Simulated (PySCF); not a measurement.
Mg(H)(NH2), SMILES [MgH][NH2] (H3MgN), singlet at its B3LYP/def2-SVP optimised geometry (Å):

```
5

Mg     0.4070     0.0019     0.0000
H      2.1000     0.0019     0.0000
N     -1.4897     0.0017    -0.0013
H     -2.1000    -0.2596     0.7713
H     -2.0986     0.2596    -0.7761
```

Computed with B3LYP/def2-TZVP (PySCF 2.14.0).

Map of the log10 of the electron density (e/bohr³), floored at −4 on the plane z = 0.6 Å:

```
|000000000000000000000000000|
|000000000000000000000000000|
|000000000000000000000000000|
|000000000000000000000000000|
|000000000000000000000000000|
|000000000000000000000000000|
|000000001111110000000000000|
|000000122332222222111000000|
|000002234444333333322210000|
|000013445555444444443321000|
|000124566666554455554432100|
|000235678877666666665542100|
|001245789987678766776543100|
|001346899987789877777643200|
|001346899987678766776543100|
|000246788876656666665542100|
|000134666665544455554432100|
|000123455554443344443321000|
|000012333433332233322210000|
|000000122222221122111000000|
|000000001111100000000000000|
|000000000000000000000000000|
|000000000000000000000000000|
|000000000000000000000000000|
|000000000000000000000000000|
|000000000000000000000000000|
|000000000000000000000000000|
```
Scale: ten equal steps from -4.00 (start of '0') to -0.545 (end of '9'), in the order '0123456789'; x runs from -4.50 to 4.50, y from -4.50 (bottom) to 4.50 (top).
